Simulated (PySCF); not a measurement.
Two species compared at the same levels of theory.

First species: C4H7F.
SMILES: `CC1(F)CC1`

Second species: C4H6F3NSi.
SMILES: `C#CCN[SiH2]C(F)(F)F`

Levels: PBE0/def2-SVPD for dipole moment, HOMO energy, LUMO energy, HOMO–LUMO gap, static isotropic polarisability and electronic spatial extent ⟨r²⟩ about the centre of nuclear charge; TDDFT PBE0/def2-SVPD for lowest singlet excitation; TDA PBE0/def2-SVPD for lowest triplet excitation (Tamm–Dancoff); GFN2-xTB for rotational constant A and rotational constant C. Geometries: GFN2-xTB. All species are isolated and taken at one optimised geometry, non-relativistic unless stated. Electronic properties by PySCF.

Dipoles, sizes and rotational constants follow the conformer. The torsions of the flexible species, by atom-mapped SMILES:
- `[CH:1]#[C:2][CH2:3][NH:4][SiH2:5][C:6]([F:7])([F:8])[F:9]`: C2–C3–N4–Si5 -86°, C3–N4–Si5–C6 -173°, N4–Si5–C6–F7 -167°

Values for the first species:

```
Dipole moment                                                     : 1.85 D
HOMO energy                                                       : -7.92 eV
LUMO energy                                                       : 0.80 eV
HOMO–LUMO gap                                                     : 8.72 eV
Lowest singlet excitation                                         : 7.52 eV
Lowest triplet excitation (Tamm–Dancoff)                          : 7.36 eV
Static isotropic polarisability                                   : 47.6 au
Electronic spatial extent ⟨r²⟩ about the centre of nuclear charge : 389 bohr²
Rotational constant A                                             : 6.719 GHz
Rotational constant C                                             : 3.971 GHz
```

(1) Estimate the same properties for the second species, and the change in each.

## Answers

(1) 
```csv
property,first,second,second less first
dipole moment,1.85 D,3.02 D,+1.17 D
HOMO energy,-7.92 eV,-7.64 eV,+0.28 eV
LUMO energy,0.80 eV,-0.25 eV,-1.05 eV
HOMO–LUMO gap,8.72 eV,7.39 eV,-1.33 eV
lowest singlet excitation,7.52 eV,6.02 eV,-1.50 eV
lowest triplet excitation (Tamm–Dancoff),7.36 eV,5.34 eV,-2.02 eV
static isotropic polarisability,47.6 au,81.6 au,+34.0 au
electronic spatial extent ⟨r²⟩ about the centre of nuclear charge,389 bohr²,1854 bohr²,+1465 bohr²
rotational constant A,6.719 GHz,3.171 GHz,-3.548 GHz
rotational constant C,3.971 GHz,0.590 GHz,-3.381 GHz
```

On the first: The polarisability is 7.05 Å³ as a volume (1 au = 0.148185 Å³), or 1.19 au for each of the 40 electrons. No computed singlet falls in the visible range (750 to 380 nm, 1.65 to 3.26 eV); S1 lies 4.26 eV above its blue end.

On the second: The vertical singlet–triplet gap S1 − T1 is 0.68 eV (TDDFT singlet less Tamm–Dancoff triplet; S1: HOMO→LUMO, weight 0.97; T1: HOMO→LUMO, weight 0.18, beside HOMO−1→LUMO+3, weight 0.16). S1 lies 1.37 eV below the HOMO–LUMO gap; its leading configuration is HOMO→LUMO, weight 0.97.
